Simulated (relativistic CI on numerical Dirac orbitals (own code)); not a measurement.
## How well does a small relativistic CI reproduce P⁶⁺?

Calculated at this level of theory: Dirac-Coulomb-Breit CI, separate exchange-only KLI orbitals for each configuration, model QED, unscaled Slater integrals (own radial code, finite nucleus).

Configuration list (outside the closed core 1s2): 2s²2p⁵, 2s2p⁶, 2s²2p⁴3s, 2s²2p⁴3p, 2s²2p⁴3d, 2p⁶3s, 2p⁶3p, 2s2p⁵3s, 2p⁶3d, 2s²2p⁴4s, 2s²2p⁴4p, 2s2p⁵3p, 2s²2p⁴4d, 2s²2p⁴4f, 2s2p⁵3d, 2s²2p³3s². Levels of other configurations are missing.

```
Configuration  Term (tabulated)    J  Measured (cm⁻¹)  Computed   Error  Purity (%)
       2s²2p⁵               2P°  3/2              0.0         0       0         100
       2s²2p⁵               2P°  1/2           7273.0      7233     -40         100
     2s²2p⁴3s                4P  5/2        1259730.0   1251175   -8555          99
     2s²2p⁴3s                4P  3/2        1264170.0   1255561   -8609          97
     2s²2p⁴3s                2P  3/2        1277380.0   1270332   -7048          97
     2s²2p⁴3s                2P  1/2        1282550.0   1275489   -7061          99
     2s²2p⁴3s                2S  1/2        1375810.0   1364385  -11425          96
     2s²2p⁴3d                2P  1/2        1505300.0   1499473   -5827          98
     2s²2p⁴3d                2P  3/2        1511310.0   1505656   -5654          67
     2s²2p⁴3d                2S  1/2        1548480.0   1544700   -3780          96
     2s²2p⁴3d                2P  3/2        1552170.0   1548588   -3582          98
     2s²2p⁴3d                2P  1/2        1554420.0   1550918   -3502          97
     2s²2p⁴4s                2P  3/2        1695720.0   1686244   -9476          77
     2s²2p⁴4s                2P  1/2        1701380.0   1690733  -10647          96
```

Measured levels from Martin, Zalubas and Musgrove, J. Phys. Chem. Ref. Data 14, 751 (1985); pairs were made by configuration, J and term (by order where the table uses no LS term), so strongly mixed levels may be paired wrongly. Some J values or terms of the table were assigned by a fit.

Mean error by configuration (cm⁻¹): 2s²2p⁵ -40; 2s²2p⁴3s -8539; 2s²2p⁴3d -4469; 2s²2p⁴4s -10061. Over the excited levels the mean absolute error is 6554 cm⁻¹ (13 of the 15 excited levels that our extract of the source holds in range could be paired, and the others can miss by more), and the median relative error of those above 1,000 cm⁻¹ is 0.55 %.
